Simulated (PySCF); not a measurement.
**Spinor energies of Mo²⁴⁺ (molybdenum, charge +24)**

Start: [Ar]. Calculated with PySCF 2.14 in an uncontracted even-tempered set (19 s from 3.2 bohr⁻², ratio 2.4; 14 p from 4.2 bohr⁻², ratio 2.4; 5 d from 19 bohr⁻², ratio 2.6; 4 f from 28 bohr⁻², ratio 2.6): generalised Hartree-Fock with the X2C-1e Hamiltonian and a Gaussian nucleus; one run each with spin-orbit coupling (SO) switched off, then screened by Boettger's factors.

| spinor shell | electrons | ε, spin-free (eV) | ε, screened SO (eV) | weight of nominal j (screened SO) | rms radius, screened SO (bohr) |
| --- | --- | --- | --- | --- | --- |
| 1s1/2 | 2 | -21155.5 | -21154.6 | 1.000 | 0.0404 |
| 2s1/2 | 2 | -3945.6 | -3945.3 | 1.000 | 0.164 |
| 2p1/2 | 2 | -3634.2 | -3708.8 | 1.000 | 0.143 |
| 2p3/2 | 4 | -3634.2 | -3599.3 | 1.000 | 0.147 |
| 3s1/2 | 2 | -1381.6 | -1381.6 | 1.000 | 0.412 |
| 3p1/2 | 2 | -1272.3 | -1288.6 | 1.000 | 0.402 |

Where does 3p3/2 lie, and what is the 3p spin-orbit splitting (screened SO)?

At -1264.6 eV, 24.003 eV above 3p1/2.

```json
{"quantity": "E (hartree)", "spin-free": "-3683.90319", "screened SO": "-3684.38483"}
{"quantity": "M_J", "spin-free": "0", "screened SO": "0"}
{"quantity": "⟨J²⟩", "spin-free": "0.000", "screened SO": "0.000"}
{"quantity": "⟨L²⟩", "spin-free": "0.000", "screened SO": "0.005"}
{"quantity": "⟨S²⟩", "spin-free": "0.000", "screened SO": "0.005"}
```

Breit and QED terms are absent; they matter most for the inner s and p1/2 levels.

Densities and radii are taken from the X2C orbitals without a picture-change correction, which distorts them close to the nucleus.

Without spin-orbit coupling the j labels of p, d and f shells carry no meaning; the spin-free column gives the mean over the occupied spinors of each nl shell.
